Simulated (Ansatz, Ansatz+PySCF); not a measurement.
```yaml
atoms:
  - { symbol: C, position_ang: [0.1282, -0.6656, 0.1760] }
  - { symbol: C, position_ang: [-0.1657, 0.7362, -0.2470] }
  - { symbol: H, position_ang: [0.6661, 1.3791, -0.5752] }
  - { symbol: H, position_ang: [-1.1167, 1.1549, -0.0281] }
  - { symbol: H, position_ang: [1.1749, -0.8404, 0.0245] }
  - { symbol: H, position_ang: [-0.1619, -0.7904, 1.2067] }
  - { symbol: H, position_ang: [-0.4680, -1.4795, -0.3066] }
```

Basis set: def2-SVP (spherical functions). Left uncorrelated: 2 orbitals. Charge 0, multiplicity 2.

Computed with Ansatz (development build ahead of 0.2.0); each method stands on the lowest determinant of its kind that the runs found.

Task: Give the atomization energy at this shape (free ground-state atoms in the same class of orbitals less the molecule, no zero-point energy) of doublet C2H5 by UHF-MP2, UHF.

Result:

```csv
method,atomization energy
UHF-MP2,25.00 eV
UHF,20.45 eV
```
